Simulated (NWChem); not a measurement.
Species: ZrNH$_{2}$OCl; SMILES [NH]=[Zr]([OH])[Cl]

```xyz
6

Zr    -0.0446     0.3148     0.1944
N     -1.6146     1.0388    -0.3179
H     -2.4761     1.4134    -0.7064
Cl     0.1308    -2.0690    -0.1126
O      1.4607     1.4524    -0.2754
H      1.6531     2.2772    -0.7282
```
Atoms are numbered in this order, from 1.

All runs: NWChem. Coordinates come from a PBE0/def2-SVP (def2 core potentials past Kr) optimisation.

Estimate the computed values for B3LYP/STO-3G (all-electron, non-relativistic). Quantities: highest occupied level (eV); orbital gap (eV); dipole (D).

The highest occupied level (eV) is -3.62 and the orbital gap (eV) comes out as 4.24. The dipole (D) comes out as 4.48.
